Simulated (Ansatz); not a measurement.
`FC(F)(F)C(F)(F)C(F)(F)C(F)(F)C(F)(F)C(F)(F)C(F)(F)C(F)(F)CC[Si](Cl)(Cl)Cl`. Charge 0, multiplicity 1. Geometry PBE-D4/def2-SVP.

Cartesian coordinates in Å:
```
F 1.591 3.754 -5.634
C 1.005 2.846 -4.839
F -0.282 2.721 -5.197
F 1.627 1.667 -5.002
C 1.123 3.326 -3.359
F 2.425 3.273 -3.002
F 0.707 4.616 -3.321
C 0.269 2.572 -2.275
F 0.601 3.143 -1.092
F -1.038 2.809 -2.525
C 0.484 1.021 -2.195
F 1.809 0.745 -2.246
F -0.130 0.484 -3.278
C -0.102 0.372 -0.892
F -1.419 0.684 -0.823
F 0.549 0.894 0.174
C 0.069 -1.184 -0.826
F -0.334 -1.734 -2.000
F 1.378 -1.463 -0.643
C -0.763 -1.924 0.287
F -2.077 -1.858 -0.044
F -0.369 -3.227 0.216
C -0.607 -1.460 1.765
F 0.729 -1.304 2.022
F -1.200 -0.232 1.881
C -1.227 -2.440 2.749
C -1.285 -1.910 4.187
Si 0.326 -1.692 5.139
Cl -0.135 -1.796 7.156
Cl 1.638 -3.226 4.689
Cl 1.236 0.129 4.811
H -2.252 -2.660 2.389
H -0.648 -3.382 2.690
H -1.872 -2.620 4.805
H -1.825 -0.941 4.230
```

B3LYP takes the VWN-RPA correlation. Single mean-field runs in def2-TZVP are fitted with def2-universal-jkfit.

Q: Estimate the orbital energies around the gap (eV) in Ansatz with HF/6-31G, revPBE-D4/def2-TZVP, B97M-V/def2-TZVP, r2SCANh-D4/def2-TZVP, B3LYP-D4/6-31G.

A: 
```
orbital  HF/6-31G  revPBE-D4/def2-TZVP  B97M-V/def2-TZVP  r2SCANh-D4/def2-TZVP  B3LYP-D4/6-31G
 HOMO−5    -13.92                -8.54             -9.18                 -9.64          -10.01
 HOMO−4    -13.86                -8.14             -8.78                 -9.27           -9.96
 HOMO−3    -13.37                -8.09             -8.69                 -9.13           -9.56
 HOMO−2    -13.29                -8.00             -8.56                 -9.00           -9.47
 HOMO−1    -13.10                -7.91             -8.45                 -8.85           -9.36
   HOMO    -12.95                -7.78             -8.33                 -8.76           -9.22
   LUMO      2.61                -1.32             -1.21                 -0.93           -1.28
 LUMO+1      3.16                -1.18             -0.86                 -0.59           -0.88
 LUMO+2      3.49                -0.92             -0.70                 -0.40           -0.47
 LUMO+3      3.68                -0.54             -0.35                 -0.02           -0.08
 LUMO+4      3.99                -0.43             -0.17                  0.11            0.04
 LUMO+5      4.50                -0.24              0.02                  0.30            0.20
```
